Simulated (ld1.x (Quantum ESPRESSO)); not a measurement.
# V (Z = 23): excitation energies, all-electron against PAW

V (Z = 23), PAW, made with ld1.x (Quantum ESPRESSO) 7.5 (PBE, scalar-relativistic). Core [Ne] 3s2, reference 3p6 3d3 4s1 4p0 (charge +1). Waves: 4s (bound): rcut 1.95, rcutus 2.50 bohr; 4s channel at 3.1 Ry: rcut 1.95, rcutus 2.50 bohr; 3p (bound): rcut 1.40, rcutus 1.55 bohr; 4p (bound, empty): rcut 1.40, rcutus 1.55 bohr; 3d (bound): rcut 1.70, rcutus 2.30 bohr; 3d channel at -0.67 Ry: rcut 1.70, rcutus 2.30 bohr. Local part: all-electron potential smoothed inside 1.95 bohr (lloc = -2). Core correction: Bessel-smoothed model core, default radius (core density twice the valence density). Augmentation charge: PSQ, inside the norm-conserving radii.

Energies are relative to the spin-unpolarised reference configuration 3p6 3d3 4s1 4p0; without spin polarisation the order of configurations can differ from experiment. Not all tests gave a result: test run stopped at test 7 of 7 (negative rho).

Problem. Give the all-electron excitation energy and the error of the potential for: 3p6 3d3 4s2 4p0; 3p6 3d3 4s0 4p0; 3p6 3d2 4s0 4p0; 3p6 3d1 4s0 4p0; 3p6 3d2 4s2 4p1; 3p6 3d3 4s1.5 4p0.

Solution.

| valence configuration | charge | ΔE all-electron (eV) | error AE − PS (meV) |
| --- | --- | --- | --- |
| 3p6 3d3 4s2 4p0 | 0 | -7.735 | +0.5 |
| 3p6 3d3 4s0 4p0 | +2 | 14.296 | -1.6 |
| 3p6 3d2 4s0 4p0 | +3 | 43.194 | -77 |
| 3p6 3d1 4s0 4p0 | +4 | 89.067 | -400 |
| 3p6 3d2 4s2 4p1 | 0 | -1.957 | -34 |
| 3p6 3d3 4s1.5 4p0 | +0.5 | -4.643 | +0.3 |
